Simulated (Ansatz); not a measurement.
Compare A (`C[SiH](F)CN`) with its isomer B (`FCNC[SiH3]`).

Program: Ansatz. Geometries: PBE0-D4/def2-TZVP. ΔE: electronic, gas phase. CCSD(T)/CBS adds triple-zeta CCSD(T) − MP2 to the extrapolated MP2 energy (def2 sets, frozen cores). Functionals use def2-TZVPP. B3LYP here is the variant with VWN-RPA as its local correlation; programs differ in this. One conformer a species, not always the lowest.

A:

```xyz
13

C    -1.601    0.227    0.978
Si   -0.285    0.918   -0.128
F     0.120    2.388    0.387
C     1.251   -0.154   -0.154
N     0.904   -1.390   -0.855
H    -1.819   -0.801    0.677
H    -2.523    0.809    0.917
H    -1.270    0.216    2.019
H    -0.786    1.071   -1.524
H     2.115    0.391   -0.564
H     1.503   -0.397    0.884
H     1.652   -2.069   -0.801
H     0.738   -1.210   -1.837
```

B:

```xyz
13

F     1.854   -1.052   -1.663
C     0.904   -1.616   -0.790
N     0.421   -0.715    0.167
C    -0.304    0.440   -0.337
Si   -1.027    1.456    1.076
H     0.086   -1.966   -1.425
H     1.400   -2.457   -0.301
H     1.134   -0.460    0.836
H    -1.140    0.084   -0.950
H     0.304    1.084   -0.988
H    -1.625    2.708    0.539
H     0.059    1.811    2.031
H    -2.066    0.684    1.804
```

**Question.** Which is lower in electronic energy at CCSD(T)/CBS, and by how much? (An estimate is asked.)

**Answer.** Computed: A, by 62.6 kcal/mol.

**Question.** Give E(B) − E(A) in kcal/mol with CCSD(T)/def2-TZVPP, CCSD/def2-TZVPP, ωB97M-V, MP2/def2-TZVPP, r2SCAN-D4, B3LYP-D4, PBE-D4. (Estimate.)

**Answer.** The calculation gave: CCSD(T)/def2-TZVPP 60.9, CCSD/def2-TZVPP 61.3, ωB97M-V 61.1, MP2/def2-TZVPP 63.7, r2SCAN-D4 60.9, B3LYP-D4 59.5, PBE-D4 57.3. None reverses the order clearly.

Largest T1 diagnostic: 0.011.

From PBE to PBE0 (25 % exact exchange), in def2-TZVPP and without D4, E(B) − E(A) moves by +2.0 kcal/mol. In def2-TZVPP, CCSD(T) changes the Hartree–Fock value by +0.7 kcal/mol (the triples alone add −0.4 kcal/mol) and MP2 by +3.6 kcal/mol.
